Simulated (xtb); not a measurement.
GeI$_{4}$, charge -1, doublet, geometry from GFN2-xTB (a state made from the parent by changing its charge; the spin is typed, not shown lowest); GFN0-xTB run with xtb 6.7.1.

Here is a job for xtb.
```
$ xtb mol.xyz --gfn 0 --chrg -1 --uhf 1 --hess --json

# file mol.xyz
5

I     -1.01498190     2.44307870    -0.83070020
Ge    -0.00000000    -0.00000000    -0.00000000
I     -1.89317457    -1.98061983    -0.42652050
I      0.61477469     0.12473657     2.70099564
I      2.29338179    -0.58719544    -1.44377495
```

### Question
What does xtb print? Leave out banner, timings and long lists.

### Answer

```
   ID    Z sym.   atoms
    1   53 I      1, 3-5
    2   32 Ge     2

           -------------------------------------------------
          |                Calculation Setup                |
           -------------------------------------------------

           -------------------------------------------------
          |                 G F N 0 - x T B                 |
           -------------------------------------------------

          ...................................................
          :                      SETUP                      :
          :.................................................:
          :  # basis functions                  50          :
          :  # atomic orbitals                  45          :
          :  # shells                           15          :
          :  # electrons                        33          :
          :  electronic temp.          300.0000000     K    :
          :  accuracy                    1.0000000          :
          :  -> integral cutoff          0.2500000E+02      :
          :  -> integral neglect         0.1000000E-07      :
          ...................................................

         :::::::::::::::::::::::::::::::::::::::::::::::::::::
         ::                     SUMMARY                     ::
         :::::::::::::::::::::::::::::::::::::::::::::::::::::
         :: total energy             -17.646549345890 Eh    ::
         :: gradient norm              0.010053513631 Eh/a0 ::
         :: HOMO-LUMO gap              2.583951769017 eV    ::
         ::.................................................::
         :: H0 energy                -16.373162964012 Eh    ::
         :: repulsion energy           0.006120124143 Eh    ::
         :: electrostat energy        -1.276842317948 Eh    ::
         :: -> Gsolv                   0.000000000000 Eh    ::
         ::    -> Gsasa                0.000000000000 Eh    ::
         ::    -> Gshift               0.000000000000 Eh    ::
         :: dispersion energy         -0.002664188073 Eh    ::
         :: short-range corr.          0.000000000000 Eh    ::
         :: add. restraining           0.000000000000 Eh    ::
         :: total charge              -1.000000000000 e     ::
         :::::::::::::::::::::::::::::::::::::::::::::::::::::

           -------------------------------------------------
          |                Numerical Hessian                |
           -------------------------------------------------
step length          :   0.00500
SCC accuracy         :   0.30000
Hessian scale factor :   1.00000
frozen atoms in %    :   0.00000    0
RMS gradient         :   0.01005 !! INCOMPLETELY OPTIMIZED GEOMETRY !!
estimated CPU  time      0.00 min

writing file <hessian>.

 projected vibrational frequencies (cm⁻¹)
eigval :       -0.00    -0.00    -0.00     0.00     0.00     0.00
eigval :      -58.59   -58.59   -58.59    22.41    22.41    93.29
eigval :       93.29    93.29   125.03
           -------------------------------------------------
          |                Property Printout                |
           -------------------------------------------------

    * Orbital Energies and Occupations

         #    Occupation            Energy/Eh            Energy/eV
      -------------------------------------------------------------
         1        2.0000           -0.6549342             -17.8217
       ...           ...                  ...                  ...
         5        2.0000           -0.5970879             -16.2476
         6        2.0000           -0.4569989             -12.4356
         7        2.0000           -0.4569989             -12.4356
         8        2.0000           -0.4569989             -12.4356
         9        2.0000           -0.4363212             -11.8729
        10        2.0000           -0.4363212             -11.8729
        11        2.0000           -0.4293680             -11.6837
[...]
          |             Thermodynamic Functions             |
           -------------------------------------------------

td  symmetry found (for desy threshold:  0.10E+00) used in thermo

          ...................................................
          :                      SETUP                      :
          :.................................................:
          :  # frequencies                           6      :
          :  # imaginary freq.                       3      :
          :  linear?                             false      :
          :  only rotor calc.                    false      :
          :  symmetry                               td      :
          :  rotational number                      12      :
          :  scaling factor                  1.0000000      :
          :  rotor cutoff                   50.0000000 cm⁻¹ :
          :  imag. cutoff                  -20.0000000 cm⁻¹ :
          :.................................................:

    mode    ω/cm⁻¹     T·S(HO)/kcal·mol⁻¹    T·S(FR)/kcal·mol⁻¹   T·S(vib)
   ------------------------------------------------------------------------
       1     22.41    -1.91052 (  3.88%)    -1.29415 ( 96.12%)    -1.31807
       2     22.41    -1.91052 (  3.88%)    -1.29415 ( 96.12%)    -1.31807
       3     93.29    -1.07034 ( 92.38%)    -0.87178 (  7.62%)    -1.05521
       4     93.29    -1.07034 ( 92.38%)    -0.87178 (  7.62%)    -1.05520
       5     93.29    -1.07034 ( 92.38%)    -0.87178 (  7.62%)    -1.05520
       6    125.03    -0.90073 ( 97.51%)    -0.78501 (  2.49%)    -0.89784
   ------------------------------------------------------------------------

   temp. (K)  partition function   enthalpy   heat capacity  entropy
                                   cal/mol     cal/K/mol   cal/K/mol   J/K/mol
 298.15  VIB  0.441E+04             2961.022      9.611     22.471
         ROT  0.845E+06              888.752      2.981     30.101
         INT  0.373E+10             3849.775     12.592     52.572
         TR   0.135E+29             1481.254      4.968     44.939
         TOT                        5331.0286    17.5605    97.5109   407.9858

       T/K    H(0)-H(T)+PV         H(T)/Eh          T*S/Eh         G(T)/Eh
   ------------------------------------------------------------------------
    298.15    0.849553E-02    0.952007E-02    0.463306E-01   -0.368105E-01
   ------------------------------------------------------------------------

         :::::::::::::::::::::::::::::::::::::::::::::::::::::
         ::                  THERMODYNAMIC                  ::
         :::::::::::::::::::::::::::::::::::::::::::::::::::::
         :: total free energy         -17.683359864856 Eh   ::
         ::.................................................::
         :: total energy              -17.646549345890 Eh   ::
         :: zero point energy           0.001024539025 Eh   ::
         :: G(RRHO) w/o ZPVE           -0.037835057990 Eh   ::
         :: G(RRHO) contrib.           -0.036810518965 Eh   ::
         :::::::::::::::::::::::::::::::::::::::::::::::::::::
imag cut-off (cm-1) :    5.00
 found            3  significant imaginary frequencies
 writing imag mode distorted coords to xtbhess.xyz
 for further optimization.

           -------------------------------------------------
          | TOTAL ENERGY              -17.646549345890 Eh   |
          | TOTAL ENTHALPY            -17.637029272052 Eh   |
          | TOTAL FREE ENERGY         -17.683359864856 Eh   |
          | GRADIENT NORM               0.010053513631 Eh/α |
          | HOMO-LUMO GAP               2.583951769017 eV   |
           -------------------------------------------------
########################################################################
[WARNING] Runtime exception occurred
-1- hessian_numhess: Hessian on incompletely optimized geometry!
########################################################################

normal termination of xtb
```
